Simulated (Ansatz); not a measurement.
Steps of a relaxation of AlH8NSi2 with RKS PBE0-D4/def2-TZVP.

```sh
$ ansatz run in.yaml --threads 4 --pin off --events-out ev --progress --plain --max-ram 10444MiB
```

```yaml
crystal:
  periodic: [false, false, false]
  atoms:
    - {symbol: N, position_ang: [-0.486565, 1.066399, 0.622329]}
    - {symbol: Si, position_ang: [-1.180804, -0.024271, -0.740572]}
    - {symbol: Si, position_ang: [0.825779, -1.218310, -1.030052]}
    - {symbol: Al, position_ang: [1.211697, -0.033254, 1.141424]}
    - {symbol: H, position_ang: [-1.146171, 1.255536, 1.391555]}
    - {symbol: H, position_ang: [-0.191610, 1.988867, 0.268036]}
    - {symbol: H, position_ang: [-2.274968, -0.776596, -0.029881]}
    - {symbol: H, position_ang: [-1.830808, 0.902977, -1.738912]}
    - {symbol: H, position_ang: [1.485786, -0.737823, -2.300672]}
    - {symbol: H, position_ang: [0.501486, -2.681550, -1.194640]}
    - {symbol: H, position_ang: [0.768966, -0.853552, 2.451212]}
    - {symbol: H, position_ang: [2.394313, 1.056376, 1.194075]}
basis:
  gaussian: {orbitals: def2-TZVP}
hamiltonian: {xc: pbe0, dispersion: d4}
relax: {f_tol: 0.005, max_steps: 150}
```

Positions (Å) and forces (eV/Å) along the path, 6 of 6 steps:

```xyz
12
step=1 energy=-23963.3195 eV
N    -0.487    1.066    0.622   -0.260    0.280   -0.069
Si   -1.181   -0.024   -0.741   -0.003    0.276    0.378
Si    0.826   -1.218   -1.030   -0.093   -0.063   -0.227
Al    1.212   -0.033    1.141   -0.129    0.116   -0.002
H    -1.146    1.256    1.392    0.413   -0.163   -0.494
H    -0.192    1.989    0.268   -0.166   -0.579    0.195
H    -2.275   -0.777   -0.030    0.226    0.158   -0.148
H    -1.831    0.903   -1.739    0.156   -0.197    0.205
H     1.486   -0.738   -2.301   -0.129   -0.102    0.259
H     0.501   -2.682   -1.195    0.077    0.299    0.038
H     0.769   -0.854    2.451    0.040    0.093   -0.138
H     2.394    1.056    1.194   -0.132   -0.118    0.002
12
step=2 energy=-23963.3563 eV
N    -0.484    1.060    0.619   -0.124    0.005   -0.129
Si   -1.172   -0.024   -0.727    0.049    0.191    0.221
Si    0.818   -1.210   -1.031   -0.015   -0.071   -0.099
Al    1.201   -0.032    1.130   -0.067    0.069   -0.005
H    -1.135    1.243    1.381    0.119   -0.064   -0.121
H    -0.193    1.972    0.266   -0.028   -0.166    0.049
H    -2.259   -0.766   -0.024    0.059    0.033   -0.042
H    -1.807    0.894   -1.722    0.034   -0.051    0.047
H     1.475   -0.738   -2.289   -0.038   -0.014    0.068
H     0.504   -2.662   -1.189    0.024    0.074    0.020
H     0.756   -0.842    2.431   -0.001    0.004   -0.013
H     2.374    1.050    1.189   -0.011   -0.010    0.005
12
step=3 energy=-23963.3616 eV
N    -0.483    1.057    0.615   -0.015   -0.024   -0.057
Si   -1.165   -0.016   -0.720    0.008   -0.009    0.039
Si    0.812   -1.215   -1.034    0.012    0.029    0.002
Al    1.195   -0.026    1.124    0.006   -0.016   -0.006
H    -1.128    1.232    1.378   -0.006   -0.007    0.025
H    -0.193    1.966    0.267    0.018    0.018   -0.003
H    -2.247   -0.762   -0.023   -0.015    0.000    0.006
H    -1.798    0.896   -1.714   -0.002    0.006   -0.009
H     1.463   -0.736   -2.287    0.009   -0.006   -0.009
H     0.509   -2.665   -1.183   -0.008    0.001    0.000
H     0.746   -0.839    2.420   -0.007    0.001    0.009
H     2.366    1.054    1.190    0.000    0.007    0.003
12
step=4 energy=-23963.3618 eV
N    -0.481    1.054    0.611   -0.021    0.006    0.000
Si   -1.168   -0.020   -0.716    0.012    0.012   -0.012
Si    0.814   -1.209   -1.037   -0.002   -0.016    0.012
Al    1.195   -0.029    1.125    0.011    0.000   -0.006
H    -1.123    1.231    1.377   -0.002    0.004    0.013
H    -0.188    1.962    0.262    0.007    0.007    0.000
H    -2.253   -0.761   -0.018    0.003   -0.006    0.002
H    -1.799    0.892   -1.713   -0.008    0.002   -0.004
H     1.468   -0.735   -2.291   -0.005    0.003   -0.004
H     0.507   -2.658   -1.184    0.006   -0.010   -0.003
H     0.741   -0.837    2.423   -0.003   -0.004   -0.002
H     2.364    1.055    1.194    0.002    0.001    0.005
12
step=5 energy=-23963.3620 eV
N    -0.482    1.056    0.612   -0.011    0.006   -0.007
Si   -1.167   -0.019   -0.717    0.001    0.004    0.000
Si    0.814   -1.212   -1.036    0.001    0.001    0.002
Al    1.195   -0.028    1.124    0.006   -0.002    0.001
H    -1.123    1.231    1.379    0.004   -0.001    0.003
H    -0.189    1.964    0.263    0.002    0.000    0.002
H    -2.250   -0.761   -0.018    0.001   -0.001    0.001
H    -1.799    0.892   -1.713   -0.002   -0.002   -0.002
H     1.466   -0.737   -2.291   -0.002    0.001   -0.002
H     0.508   -2.661   -1.184    0.001   -0.002    0.001
H     0.740   -0.838    2.420   -0.002   -0.002   -0.001
H     2.364    1.056    1.196    0.000   -0.001    0.002
12
step=6 energy=-23963.3620 eV
N    -0.482    1.057    0.611   -0.004    0.004   -0.003
Si   -1.167   -0.018   -0.717   -0.001   -0.001    0.001
Si    0.814   -1.211   -1.036    0.001    0.003   -0.002
Al    1.196   -0.028    1.123    0.002   -0.002    0.000
H    -1.122    1.232    1.379    0.002    0.000   -0.001
H    -0.188    1.965    0.263    0.000   -0.001    0.001
H    -2.250   -0.762   -0.018    0.001    0.001    0.001
H    -1.801    0.891   -1.714    0.000   -0.002    0.000
H     1.465   -0.736   -2.292   -0.001    0.000   -0.001
H     0.509   -2.661   -1.183    0.000    0.000    0.001
H     0.739   -0.839    2.419   -0.001    0.000   -0.001
H     2.364    1.056    1.198    0.000   -0.001    0.001
```

It took 24 s on 4 threads of an Arm Neoverse V2 on a shared host, with 0.51 GiB of host memory at the peak.
